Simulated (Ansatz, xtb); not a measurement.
# C3H9NOSi: which of two isomers lies lower

Structure a is `N[Si@@H]1CCCO1`, a singlet and structure b is `C=C(C)[Si@H](N)O`, a singlet. Both are isolated molecules in the gas phase, relaxed with PBE0-D3(BJ)/def2-SVP; each stands in its lowest conformer found.

a (Å):

```yaml
atoms:
  - { symbol: C, position_ang: [0.0871, -0.6661, -1.0294] }
  - { symbol: C, position_ang: [-1.2044, -1.2329, -0.4241] }
  - { symbol: C, position_ang: [-0.8302, -1.8887, 0.9087] }
  - { symbol: N, position_ang: [0.9862, 1.5670, 0.8279] }
  - { symbol: O, position_ang: [0.1133, -1.0756, 1.5699] }
  - { symbol: Si, position_ang: [1.0250, -0.1213, 0.5151] }
  - { symbol: H, position_ang: [0.1068, 2.0705, 0.8623] }
  - { symbol: H, position_ang: [1.6632, 1.9770, 1.4607] }
  - { symbol: H, position_ang: [2.4638, -0.5000, 0.5880] }
  - { symbol: H, position_ang: [0.6621, -1.4587, -1.5392] }
  - { symbol: H, position_ang: [-0.0886, 0.1326, -1.7643] }
  - { symbol: H, position_ang: [-1.7184, -1.9466, -1.0883] }
  - { symbol: H, position_ang: [-1.9136, -0.4096, -0.2297] }
  - { symbol: H, position_ang: [-0.4036, -2.8957, 0.7293] }
  - { symbol: H, position_ang: [-1.7121, -2.0224, 1.5572] }
```

b (Å):

```xyz
15

C    -2.9062    0.4174   -0.4709
C    -1.7022    0.1871    0.0723
C    -1.0411    1.1457    1.0195
N     0.6552   -0.9219   -1.2032
O    -1.7631   -2.3434   -1.3600
Si   -0.7889   -1.3824   -0.3936
H    -3.3589   -0.2952   -1.1678
H    -3.4793    1.3267   -0.2483
H    -0.0568    1.4585    0.6341
H    -1.6527    2.0448    1.1934
H    -0.8481    0.6681    1.9952
H    -0.3957   -2.1615    0.8228
H     0.5934   -0.2427   -1.9542
H     1.3665   -1.6156   -1.4059
H    -2.4641   -2.8226   -0.9087
```

Problem. Which of the two would you expect CCSD(T)/def2-SVP + ΔMP2/def2-TZVPP electronic energies to favour?

Solution. Structure a; the calculation gives E(b) − E(a) = +15.4 kJ/mol.

How the difference moves with the method:

```tsv
level	geometry	E(b) − E(a) (kJ/mol)	departure from the last row (kJ/mol)	job, with rough time for the two
GFN2-xTB	GFN2-xTB	+88.3	+72.9	optimisation, 0.2 s
HF/STO-3G	GFN2-xTB	+206.6	+191.2	single point, 0.26 s
r2SCAN-D4/def2-SVP	GFN2-xTB	+38.6	+23.2	single point, 3 s
PBE0-D3(BJ)/def2-SVP	PBE0-D3(BJ)/def2-SVP	+46.1	+30.7	optimisation, 44 s
HF/def2-SVP	PBE0-D3(BJ)/def2-SVP	+22.1	+6.7	part of the CCSD(T) run
MP2/def2-SVP	PBE0-D3(BJ)/def2-SVP	+29.1	+13.7	part of the CCSD(T) run
CCSD(T)/def2-SVP	PBE0-D3(BJ)/def2-SVP	+26.2	+10.8	single point
CCSD(T)/def2-SVP + ΔMP2/def2-TZVPP	PBE0-D3(BJ)/def2-SVP	+15.4		single point, 39 s
```

As drawn, b has 1 C=C, 1 O–H in place of 1 C–C, 1 C–O, 1 C–H. Structure a has a 5-membered ring, b no ring.

None of the levels shown reverses the order. The largest departure from CCSD(T)/def2-SVP + ΔMP2/def2-TZVPP is that of HF/STO-3G, 191.2 kJ/mol. The last row adds to CCSD(T) the change of the MP2 difference between the two basis sets, here −10.8 kJ/mol.

With thermal terms from frequencies at re-optimised GFN2-xTB minima (ideal gas, soft modes damped towards free rotors, one conformer each, 298.15 K, 1 atm): the zero-point term adds −12.3 kJ/mol; ΔH is +8.0 and ΔG −1.7 kJ/mol. In free energy the two are nearly level. The free energy reverses the electronic order.

The correlated steps freeze 10 core orbitals. Run with Ansatz 0.2.0, xtb 6.7.1; the last row on 4 threads of Arm Neoverse V2 on a shared host.
